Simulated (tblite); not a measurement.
Q: What does the GFN2-xTB structure of InChI=1S/C8H9O/c1-6-4-3-5-8(6)7(2)9/h3-5,7H,1H2,2H3/t7-/m1/s1 look like in three dimensions? (Doublet state.)

A: 
```
atom  x, y, z in Å
C1    -1.259   -1.730    0.773
C2    -1.192   -0.488    0.290
C3    -2.198    0.566    0.345
C4    -1.703    1.660   -0.277
C5    -0.373    1.372   -0.755
C6    -0.036    0.104   -0.398
C7     1.284   -0.599   -0.586
C8     2.389    0.073    0.276
O9     1.257   -1.912   -0.528
H10   -0.413   -2.392    0.648
H11   -2.138   -2.108    1.270
H12   -3.152    0.458    0.825
H13   -2.199    2.604   -0.414
H14    0.237    2.071   -1.298
H15    1.544   -0.331   -1.645
H16    3.345   -0.400    0.067
H17    2.148   -0.079    1.325
H18    2.449    1.137    0.071
```

Any rigid rotation of these coordinates is as good. Atoms count from 1 in this order. C6 (carbon bonded to 3 C) is planar (angles 128.3°, 124.0° and 107.7°, sum 359.9°, 0.02 Å off the plane of its three neighbours). C3 (carbon bonded to 2 C and H) is planar (angles 127.8°, 123.8° and 108.4°, sum 360.0°, 0.01 Å off the plane of its three neighbours). C4 (carbon bonded to 2 C and H) is planar (angles 126.9°, 124.0° and 109.2°, sum 360.0°, 0.00 Å off the plane of its three neighbours). Of the pairs four or more bonds apart, O9···H10 is among the closest relative to their van der Waals radii: 2.10 Å, 77 % of the sum of Bondi's values.

Bonds between heavy atoms (Å): C1=C2 1.335, C2–C3 1.458, C3=C4 1.352, C4–C5 1.442, C5=C6 1.359, C6–C7 1.508, C7–C8 1.555, C7–O9 1.315, C2–C6 1.469.

Structure optimised with GFN2-xTB, isolated species. This method treats the open shell by occupation alone, without spin polarisation.

Point group: C1 (no symmetry element, even within 0.4 Å). Its GFN2-xTB frequencies are all real (lowest 46 cm⁻¹). Torsions: C5–C6–C7–C8 66°.

Hardware: Arm Neoverse V2, one thread, shared host with 96 logical CPUs at a one-minute load of 21. Cost: 0.79 s of wall time. This is the geometry optimisation.

One conformer stands for the species.

The numbers are calculated, not measured.
